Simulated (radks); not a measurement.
All-electron atom: Lu XX in [Kr] 4d10 4f6. All-electron calculation, Dirac Kohn-Sham, BLYP, spin-unpolarised, spherical densities, finite nucleus; open shells fill j = l - 1/2 first; Fermi nuclear charge, rms radius 5.37 fm. Program: a radial shooting solver on a logarithmic mesh with Libxc functionals.

Spin-orbit splittings of the eigenvalues, e(l+1/2) - e(l-1/2), with zeta = 2 splitting/(2l+1) and mean radii in bohr:

shell  occ.  splitting (eV)  zeta (eV)  <r> j=l-1/2  <r> j=l+1/2
2p        6            1118      745.1      0.06740      0.07502
3p        6           238.7      159.2       0.2019       0.2160
3d       10           52.08      20.83       0.1897       0.1940
4p        6           58.69      39.13       0.4701       0.4980
4d       10           11.42      4.567       0.5061       0.5148
4f        6           2.455     0.7014       0.5225       0.5264
